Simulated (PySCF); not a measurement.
Molfile (atoms numbered from 1):
```
C3H6F2S2Si
     RDKit          3D

 14 14  0  0  0  0  0  0  0  0999 V2000
   -2.0458    1.0146   -1.5275 F   0  0  0  0  0  0  0  0  0  0  0  0
   -1.5843    0.5583   -0.3502 C   0  0  0  0  0  0  0  0  0  0  0  0
   -2.6265   -0.0040    0.3098 F   0  0  0  0  0  0  0  0  0  0  0  0
   -0.5258   -0.5073   -0.5839 C   0  0  2  0  0  0  0  0  0  0  0  0
   -0.0537   -1.1706    0.6973 C   0  0  0  0  0  0  0  0  0  0  0  0
    0.9037   -0.0228    1.7564 S   0  0  0  0  0  0  0  0  0  0  0  0
    2.0510    0.8060    0.1413 Si  0  0  0  0  0  4  0  0  0  0  0  0
    0.8778    0.1650   -1.5516 S   0  0  0  0  0  0  0  0  0  0  0  0
   -1.2104    1.4063    0.2486 H   0  0  0  0  0  0  0  0  0  0  0  0
   -0.9880   -1.2694   -1.2340 H   0  0  0  0  0  0  0  0  0  0  0  0
   -0.9202   -1.4876    1.2972 H   0  0  0  0  0  0  0  0  0  0  0  0
    0.5524   -2.0568    0.4630 H   0  0  0  0  0  0  0  0  0  0  0  0
    2.1307    2.2845    0.3174 H   0  0  0  0  0  0  0  0  0  0  0  0
    3.4353    0.2682    0.0057 H   0  0  0  0  0  0  0  0  0  0  0  0
  1  2  1  0
  2  3  1  0
  2  4  1  0
  4  5  1  0
  5  6  1  0
  6  7  1  0
  7  8  1  0
  8  4  1  0
  2  9  1  0
  4 10  1  6
  5 11  1  0
  5 12  1  0
  7 13  1  0
  7 14  1  0
M  END
```

Geometry: PBE0-D3(BJ)/def2-SVP; GIAO shifts from PySCF 2.14.0 with density-fitted response routines, gas phase, non-relativistic, averaged over equivalent atoms.

At wB97X-D/pcSseg-1 (187 basis functions, 110 s wall time on 1 thread of an Intel Xeon, shared host):
| atoms | δ (ppm) |
| --- | --- |
| F3 | -127.5 |
| F1 | -138.8 |
| C2 | 117.9 |
| C4 | 55.3 |
| C5 | 39.1 |
| S8 | -126.0 |
| S6 | -171.2 |
| Si7 | 6.3 |
| H9 | 5.36 |
| H13 | 5.34 |
| H14 | 5.30 |
| H11 | 3.21 |
| H10 | 3.17 |
| H12 | 2.59 |

Scale: CFCl3 for $^{19}$F (σ = 187.16 ppm); TMS for $^{13}$C (σ = 184.54 ppm) and $^{29}$Si (σ = 352.93 ppm) and $^{1}$H (σ = 31.38 ppm); $^{33}$S (σ = 493.71 ppm) against CS2 (reference shieldings calculated alike).

What do these become at PBE0/pcSseg-1?

## Answers


| atoms | δ at PBE0/pcSseg-1 | change |
| --- | --- | --- |
| F3 | -132.8 | -5.3 |
| F1 | -145.9 | -7.1 |
| C2 | 117.6 | -0.3 |
| C4 | 56.7 | +1.4 |
| C5 | 40.5 | +1.4 |
| S8 | -123.1 | +2.9 |
| S6 | -165.0 | +6.2 |
| Si7 | 6.1 | -0.2 |
| H9 | 5.39 | +0.03 |
| H13 | 5.44 | +0.10 |
| H14 | 5.39 | +0.09 |
| H11 | 3.35 | +0.14 |
| H10 | 3.28 | +0.11 |
| H12 | 2.70 | +0.11 |

δ = σ(ref) − σ, references computed at the same level: $^{19}$F (177.25 ppm) vs CFCl3; TMS for $^{13}$C (184.41 ppm) and $^{29}$Si (351.99 ppm) and $^{1}$H (31.27 ppm); $^{33}$S (495.66 ppm) against CS2.

The largest change is at F1 (fluorine of a CF2 group). Cost: 187 basis functions, 110 s wall time (88 s CPU) on 1 thread of an Intel Xeon, shared host. The order of the carbon signals is the same at both levels.

Unscaled 19F shifts against computed CFCl3 carry errors that often reach 10 to 50 ppm.
